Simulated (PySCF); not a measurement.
Ligands exchanged one at a time, B F-SiH3. All species are isolated molecules in the gas phase. Strings in code marks are SMILES.

The LUMO from two functionals at the same geometries (B3LYP-D3(BJ)/def2-TZVP), both in PySCF: PBE-D3(BJ)/def2-TZVP and B3LYP-D3(BJ)/def2-TZVP. B3LYP has the VWN-RPA correlation part, as in Gaussian. 

| species | B3LYP-D3(BJ)/def2-TZVP (eV) |
|---|---|
| 1 of 3 F replaced by SiH3 (`FB(F)[SiH3]`) | -1.41 |
| 2 of 3 F replaced by SiH3 (`FB([SiH3])[SiH3]`) | -2.37 |
| 3 of 3 F replaced by SiH3 (`[SiH3]B([SiH3])[SiH3]`) | -3.29 |

Q: What does PBE-D3(BJ)/def2-TZVP give for each?

A: 
- 1 of 3 F replaced by SiH3 (`FB(F)[SiH3]`): -2.14
- 2 of 3 F replaced by SiH3 (`FB([SiH3])[SiH3]`): -3.14
- 3 of 3 F replaced by SiH3 (`[SiH3]B([SiH3])[SiH3]`): -4.06
Over these rows, drawn at random from the members with no instability flagged (it was tested for open shells, ions and some series alone), PBE minus B3LYP-D3(BJ): mean -0.76 eV, from -0.77 eV to -0.74 eV.
